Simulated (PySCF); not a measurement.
CH2NO, multiplicity 2. Atoms are numbered in the order given.

```xyz
5

N     -0.0928     1.0769     0.0000
C      0.4032    -0.1595     0.0000
O     -0.1504    -1.2107     0.0000
H     -1.0921     1.2387     0.0000
H      0.5260     1.8653     0.0000
```
Charge 0, spin multiplicity 2.

Coordinates come from a PBE0-D3(BJ)/def2-TZVP optimisation. The isomer is the one that the SMILES or the coordinates give; other isomers of the formula were not compared. Other conformers were not sampled.

Level of theory: M06-2X/def2-TZVPD (PySCF).

Computed frontier levels, dipole moment and polarisability:
```yaml
"α spin, highest occupied and lowest empty level": -7.46 and 0.37 eV
"β spin, highest occupied and lowest empty level": -10.14 and -1.33 eV
dipole_moment: 3.72 D
quadrupole, principal values (traceless, Buckingham form, about the centre of nuclear charge): -2.09, 0.39, 1.70 D·Å
mean_static_polarisability: 26.7 bohr³ (3.95 Å³)
polarisability_principal_values: 19.6, 26.3, 34.1 bohr³
"⟨S²⟩": 0.754 (pure state 0.75)
```
